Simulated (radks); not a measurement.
Values are calculated unless marked as measured or tabulated.
Ionisation of the magnesium ion Mg+, [Ne] 3s1, to Mg2+, [Ne], under several functionals. Dirac Kohn-Sham, spin-unpolarised, spherical densities, finite nucleus; a radial shooting solver on a logarithmic mesh with Libxc functionals.

functional,E(Mg+) (hartree),Exc (hartree),IE (eV),-e(HOMO) (eV),<r> HOMO (bohr),IE error (eV)
"LDA (Slater exchange, VWN5 correlation)",-199.16395,-15.29106,15.042,11.520,2.777,+0.007
AM05,-199.26705,-15.39983,14.767,11.271,2.806,-0.268
revPBE,-200.06967,-16.23589,14.945,11.293,2.812,-0.090
exchange-only PBE,-199.60201,-15.75162,14.696,10.832,2.818,-0.339
BP86,-200.12292,-16.29009,14.913,11.508,2.793,-0.122

NIST Atomic Spectra Database: 15.035 eV (measured). Closest: LDA (Slater exchange, VWN5 correlation). The Delta-SCF values span 0.35 eV, the total energies 0.96 hartree. The highest occupied level is 3s1/2. Spin polarisation and multiplet splitting are left out, so open shells lie too high by an amount that depends on their filling.

Beside tabulated values, note that spin-unpolarised runs miss the spin-polarisation part of the exchange energy of open shells.
